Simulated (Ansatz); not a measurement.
Program: Ansatz. Geometries: PBE0-D4/def2-TZVP. ΔE: electronic, gas phase. CCSD(T)/CBS adds triple-zeta CCSD(T) − MP2 to the extrapolated MP2 energy (def2 sets, frozen cores). This one scheme is used for every species. Each species was taken in one conformer, which may not be the lowest.

`C[CH2][Al]([OH])[OH]` + `O[SiH3]` → `[OH][Al]([OH])[O][SiH3]` + `CC`  (ligand exchange at the Al–C bond)

| level | ΔE (eV) |
| --- | --- |
| CCSD(T)/def2-TZVPP | -1.78 |
| HF/def2-QZVPP | -2.04 |

(1) What does CCSD(T)/CBS give? (Estimate.)

Largest T1 diagnostic among the species: 0.012.

Results:

(1) The calculation gave: -1.76 eV. The listed levels differ from it by -0.02, -0.28 eV.

From PBE to PBE0 (25 % exact exchange), in def2-TZVPP and without D4, ΔE moves by −0.08 eV. In def2-TZVPP, CCSD(T) changes the Hartree–Fock value by +0.24 eV (the triples alone add +0.04 eV) and MP2 by +0.22 eV.
